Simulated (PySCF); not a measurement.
An unknown is described by computed data only.

Formula: C3H3F3O.

* NMR, other nuclei: isotropic shieldings of nuclei other than C and H, by class: -323 (1 O), 268 (3 F) ppm [GIAO B97-2/pcSseg-2]
* 13C NMR: chemical shifts (computed TMS as zero) by class: 199.9 (1 C), 126.0 (1 C), 25.4 (1 C) ppm [GIAO B97-2/pcSseg-2]
* 1H NMR: chemical shifts (computed TMS as zero) by class: 2.40 (3 H) ppm [GIAO B97-2/pcSseg-2]
* Dipole: 2.71 D [B97-2/pcSseg-2]
* Rotational structure: rotational constants A, B, C: 3.685, 2.464, 2.019 GHz [PBE0-D3(BJ)/def2-TZVP]

Electronic properties: PySCF, gas phase, density fitting. Levels stand in brackets. Isolated species at its PBE0-D3(BJ)/def2-TZVP geometry, gas phase. Each NMR value is the plain mean over a class of atoms that symmetry, rotation or inversion makes alike.

**Question.** Give a SMILES that accounts for the data.

**Answer.** Numbering: `[CH3:1][C:2](=[O:3])[C:4]([F:5])([F:6])[F:7]`. Its formula, C3H3F3O, gives 1 degree of unsaturation: 0 rings and 1 π bond in the structure found. 3 carbons fall into 3 classes; from least to most shielded: ketone carbonyl carbon [C2] (199.9 ppm), CF3 carbon [C4] (126.0 ppm), methyl carbon next to a carbonyl [C1] (25.4 ppm). All hydrogens form one class (2.40 ppm): methyl hydrogen. The other shieldings belong to: -323 ppm, ketone oxygen [O3]; 268 ppm, fluorine of a CF3 group [F5/F6/F7]. By its constants the optimised geometry is an asymmetric top. Structure: CF3C(O)CH3, `CC(=O)C(F)(F)F`. The assignments are read from this structure; whether some other isomer fits the data as well wasn't checked.

Conformer computed: `[CH3:1][C:2](=[O:3])[C:4]([F:5])([F:6])[F:7]`: C1–C2–C4–F5 54°.
